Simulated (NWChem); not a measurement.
All runs are NWChem calculations. System: H2AlF, charge 0, spin multiplicity 1, at a geometry optimised with PBE0/def2-SVP. The structure started from a generated list of species. Level: G0W0@PBE0/def2-QZVP, RI basis def2-qzvp-rifit.

Input file:

```
start mol
memory heap 200 mb stack 700 mb global 1700 mb
geometry units angstroms nocenter noautoz
  Al     0.000000     0.000000    -0.565395
  H     -1.408827     0.000000    -1.280317
  H      1.408827     0.000000    -1.280317
  F      0.000000     0.000000     1.101196
  symmetry group C2v
end
basis spherical
  * library def2-qzvp
end
basis "ri basis" bse spherical
  * library def2-qzvp-rifit
end
dft
  xc pbe0
  iterations 100
  direct
  tolerances tight
end
task dft energy
gw
  method cdgw
  states alpha occ 4 vir 2
end
task dft gw
```

Part of the output:

```
             Northwest Computational Chemistry Package (NWChem) 7.3.0
             --------------------------------------------------------

                                NWChem Input Module
                                -------------------

 Scaling coordinates for geometry "geometry" by  1.889725989
 (inverse scale =  0.529177249)

 Turning off AUTOSYM since
 SYMMETRY directive was detected!

                             Geometry "geometry" -> ""
                             -------------------------

 Output coordinates in angstroms (scale by  1.889725989 to convert to a.u.)

  No.       Tag          Charge          X              Y              Z
 ---- ---------------- ---------- -------------- -------------- --------------
    1 Al                  13.0000     0.00000000     0.00000000    -0.56539500
    2 H                    1.0000    -1.40882700     0.00000000    -1.28031700
    3 H                    1.0000     1.40882700     0.00000000    -1.28031700
    4 F                    9.0000     0.00000000     0.00000000     1.10119600

 Effective nuclear repulsion energy (a.u.)      49.4889780339

            Nuclear Dipole moment (a.u.)
            ----------------------------
        X                 Y               Z
 ---------------- ---------------- ----------------
     0.0000000000     0.0000000000    -0.0000094486

      Symmetry information
      --------------------

 Group name             C2v
 Group number             16
 Group order               4
 No. of unique centers     3

      Symmetry unique atoms

     1    2    4


 Summary of "ao basis" -> "" (spherical)
 ------------------------------------------------------------------------------
       Tag                 Description            Shells   Functions and Types
 ---------------- ------------------------------  ------  ---------------------
 *                         def2-qzvp                  on all atoms

 new library libraries.bse/

 Summary of "ri basis" -> "" (spherical)
 ------------------------------------------------------------------------------
       Tag                 Description            Shells   Functions and Types
[...]
           0.000000000000         138.449211208659           0.000000000000
           0.000000000000           0.000000000000          14.286575048315

     Multipole analysis of the density
     ---------------------------------

     L   x y z        total         alpha         beta         nuclear
     -   - - -        -----         -----         ----         -------
     0   0 0 0     -0.000000    -12.000000    -12.000000     24.000000

     1   1 0 0      0.000000      0.000000      0.000000      0.000000
     1   0 1 0     -0.000000     -0.000000     -0.000000      0.000000
     1   0 0 1     -0.578821     -0.289406     -0.289406     -0.000009

     2   2 0 0    -15.653663    -14.914657    -14.914657     14.175651
     2   1 1 0     -0.000000     -0.000000     -0.000000      0.000000
     2   1 0 1     -0.000000     -0.000000     -0.000000      0.000000
     2   0 2 0    -11.176172     -5.588086     -5.588086      0.000000
     2   0 1 1     -0.000000     -0.000000     -0.000000      0.000000
     2   0 0 2    -16.244777    -40.883058    -40.883058     65.521340

 Task  times  cpu:       26.9s     wall:       26.9s

                                NWChem Input Module
                                -------------------

                                 NWChem GW Module
                                 ----------------

                             ***********************
                             ***        GW       ***
                             ***********************

 Summary of "ri basis" -> "ri basis" (spherical)
 ------------------------------------------------------------------------------
       Tag                 Description            Shells   Functions and Types
 ---------------- ------------------------------  ------  ---------------------
 Al                     def2-qzvp-rifit             41      167   12s10p9d6f3g1h
 H                      def2-qzvp-rifit             16       56   6s4p3d2f1g
 F                      def2-qzvp-rifit             33      141   9s8p7d5f3g1h

                 Memory Information
                 ------------------
          Available GA per process is          1699.7 MBs
          Available stack per process is        700.0 MBs
          Available heap per process is           0.0 MBs

          Peak memory in Initialization
              Peak GA per process is                 10.2 MBs
              Peak stack per process is               0.5 MBs
              Peak heap per process is               10.6 MBs
              Memory not in MA per process            0.0 MBs

          Peak memory in CDGW Calculation
              Peak GA per process is                 13.0 MBs
              Peak stack per process is               2.7 MBs
              Peak heap per process is                3.4 MBs
              Memory not in MA per process            0.0 MBs

          Computing 2-center integrals
          Computing Inverse Cholesky factor
          Computing 3-center integrals
          Computing Vxc

          Computing Sigma_x
          Computing W(iw) on the imaginary grid
          Solving quasiparticle equations

                  Alpha Orbitals
          State     Energy (eV)     Error (eV)
          -----------------------------------
@GW         9        -14.511           0.002
@GW        10        -14.441           0.002
@GW        11        -13.561           0.002
@GW        12        -11.696           0.002
@GW        13          0.285           0.004
@GW        14          1.498           0.005

     GW Timing Statistics
   ------------------------
   Init.   :          0.1s
     ERIs  :          2.1s
     Distr.:          0.0s
     Vxc   :          3.3s
   Vmo     :          0.0s
   iW      :          2.6s
   I_n     :          0.0s
   R_n     :          0.2s
   GW total:          8.4s

 Task  times  cpu:        8.4s     wall:        8.4s

 Total times  cpu:       35.3s     wall:       35.3s
```
